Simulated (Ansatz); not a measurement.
Reaction (ligand exchange at a B–I bond): `FCBI` + HCl → `FCBCl` + HI

Program: Ansatz. Geometries: PBE0-D4/def2-TZVP. ΔE: electronic, gas phase. CCSD(T)/CBS adds triple-zeta CCSD(T) − MP2 to the extrapolated MP2 energy (def2 sets, frozen cores). This one scheme is used for every species. DFT in def2-TZVPP. Elements past krypton have def2 core potentials. For I outer-core shells are correlated without core-valence functions, which leaves a few kJ/mol of doubt a bond. Each species was taken in one conformer, which may not be the lowest.

**Question.** Is it downhill or uphill in electronic energy at CCSD(T)/CBS, and by how much? (An estimate is asked.)

**Answer.** Ansatz gave: Downhill: ΔE = -0.18 eV.

**Question.** What do these levels give: BHLYP-D4, PBE0, BHLYP, MP2/def2-TZVPP, SCS-MP2/def2-TZVPP, CCSD/def2-TZVPP? (An estimate is asked.)

**Answer.** The calculation gave: BHLYP-D4 -0.27, PBE0 -0.24, BHLYP -0.30, MP2/def2-TZVPP -0.17, SCS-MP2/def2-TZVPP -0.21, CCSD/def2-TZVPP -0.23 eV.

Largest T1 diagnostic among the species: 0.012.

Leaving LDA and LC-ωPBE aside and taking each functional with its dispersion term where it has one, the values, not all of them listed here, spread over 0.08 eV, from CAM-B3LYP-D4 to PBE-QIDH. At CCSD(T), def2-SVP lies −0.19 eV from the extrapolated value and def2-TZVPP −0.03 eV. The D4 term adds +0.03 eV with B3LYP and +0.02 eV with PBE0; it sums over pairs of atoms, weighted by their polarisabilities, and B3LYP, whose exchange is more repulsive, gets the larger term.

B3LYP here is the variant with VWN-RPA as its local correlation; programs differ in this.
